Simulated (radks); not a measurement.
Results of a calculation; reference values are marked as such.
Q: Coherent X-ray form factor from a spherical all-electron density. Code: a radial shooting solver on a logarithmic mesh with Libxc functionals. Model: scalar-relativistic Kohn-Sham, XLYP, spin-polarised, spherical densities, point nucleus.

sin(theta)/lambda (1/angstrom)  f0 (electrons)
0.05                                    70.255
0.1                                     68.195
0.15                                    65.237
0.2                                     61.817
0.25                                    58.262
0.3                                     54.771
0.4                                     48.352
0.5                                     42.845
0.6                                     38.161
0.8                                     30.645
1                                       25.025
1.25                                    20.205
1.5                                     17.198
2                                       13.619

The species is in the configuration that NIST lists as its ground one. Which atom or ion scatters so?

A: The tantalum ion Ta2+, [Xe] 4f14 5d3. Extrapolating in s^2 from the first two rows gives f0(0) = 70.9, near the electron count 71; among species with that count, the fall with angle is slower the higher Z, and the table is that of Z = 73; from so few rows the species is fixed only to a neighbour or two.
